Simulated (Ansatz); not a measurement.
BiF3 (SMILES [F][Bi]([F])[F]), singlet, at a GFN2-xTB geometry (such geometries of metal compounds can be far from the true shape) (core potentials on Bi). Base run: PBE0/def2-SVP run with Ansatz (a program for electronic structure).

Ansatz was given this input:
Ansatz 0.2 input:
```yaml
crystal:
  periodic: [false, false, false]
  atoms:
    - {symbol: Bi, position_ang: [0.00283361, -0.00403046, 0.27310711]}
    - {symbol: F, position_ang: [-1.35263607, -1.00980650, -0.84069305]}
    - {symbol: F, position_ang: [-0.22186672, 1.68716206, -0.81262393]}
    - {symbol: F, position_ang: [1.54837061, -0.64018572, -0.86533751]}
basis:
  gaussian:
    orbitals: def2-SVP
hamiltonian:
  xc: pbe0
```

Each row names what was changed in the base input (with any setting that the change needs).

| change | basis functions | E (Eh) |
|---|---|---|
| base | 68 | -513.69575 |
| basis = x2c-SVPall; relativity = spin-free X2C | 104 | -21837.89276 |
| basis = x2c-SVPall; relativity = none | 104 | -17436.67326 |
| basis = jorge-DZP-DKH; relativity = spin-free X2C; nucleus = Gaussian | 108 | -21649.17248 |
| basis = x2c-SVPall; relativity = spin-free X2C; nucleus = Gaussian | 104 | -21833.22720 |
| basis = ANO-RCC-VDZP; relativity = spin-free X2C; nucleus = Gaussian | 110 | -21834.05666 |
| basis = ANO-RCC-VDZP; relativity = spin-free X2C | 110 | -21839.74971 |
| basis = jorge-DZP-DKH; relativity = spin-free X2C | 108 | -21652.95073 |
| basis = jorge-DZP-DKH; relativity = none | 108 | -17051.22872 |
| basis = ANO-RCC-VDZP; relativity = none | 110 | -17242.45359 |

Absolute energies of different levels of theory aren't comparable as measures of quality.

Ansatz warned in this series: the basis is contracted for relativity, which the run leaves out.

Basis sets contracted for a relativistic Hamiltonian are a mismatch without it, so the rows without relativity aren't non-relativistic limits. No row has spin-orbit coupling; sets with core potentials leave out the core electrons.
